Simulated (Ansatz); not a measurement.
Ansatz results at the PBE0-D4/def2-TZVP geometry: LUMO energy (PBE/def2-TZVPP) -0.89 eV; LUMO energy (B3LYP/def2-TZVPP) -0.16 eV; HOMO–LUMO gap (PBE0/def2-TZVPP) 7.64 eV.

Each molecule was computed in one conformer, which needn't be the lowest.

Question: Which molecule gave them?
A. `C[SiH2]N(C)[SiH3]`
B. `C=CN(C)C`
C. `BN(C(C)C)[SiH](C)C`
D. `CNc1ccccc1`

Answer: C. The others give `C=CN(C)C`: 0.02, 0.68, 6.61; `C[SiH2]N(C)[SiH3]`: -0.46, 0.20, 7.32; `CNc1ccccc1`: -0.87, -0.18, 5.70.

B3LYP here is the variant with VWN-RPA as its local correlation; programs differ in this.
